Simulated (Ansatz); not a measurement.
`N[Si]1(Br)[O][AlH]1`. Charge 0, multiplicity 1. All single points use the PBE0-D4/def2-TZVP geometry. It is one conformer, not always the lowest.

```xyz
8

N     0.430    0.881    1.333
Si   -0.144    0.354   -0.168
Br   -0.467    2.258   -1.288
O     0.798   -0.768   -0.947
Al   -0.694   -1.690   -1.010
H     0.665    0.247    2.078
H     0.370    1.842    1.623
H    -0.958   -3.126   -1.621
```

**Question.** What is the dipole moment at B3LYP/def2-TZVPP? (Estimate.)

**Answer.** The calculation gave: 2.75 D, with components (-1.00, -1.49, 2.08) D in this frame, pointing from negative to positive charge.

**Question.** And with PBE, r2SCAN, ωB97M-V? (Best estimate.)

**Answer.** Computed: PBE 2.54 D, r2SCAN 2.64 D, ωB97M-V 2.84 D.

**Question.** Give the Mulliken charges with B3LYP, ωB97M-V, r2SCAN in def2-TZVPP. (Best estimate.)

**Answer.** The calculation gave: 
| atom | B3LYP | ωB97M-V | r2SCAN |
| --- | --- | --- | --- |
| N1 | -0.37 | -0.32 | -0.43 |
| Si2 | 0.59 | 0.56 | 0.57 |
| Br3 | -0.25 | -0.22 | -0.24 |
| O4 | -0.40 | -0.39 | -0.42 |
| Al5 | 0.22 | 0.19 | 0.30 |
| H6 | 0.14 | 0.12 | 0.16 |
| H7 | 0.15 | 0.13 | 0.17 |
| H8 | -0.09 | -0.06 | -0.12 |

B3LYP here is the variant with VWN-RPA as its local correlation; programs differ in this.
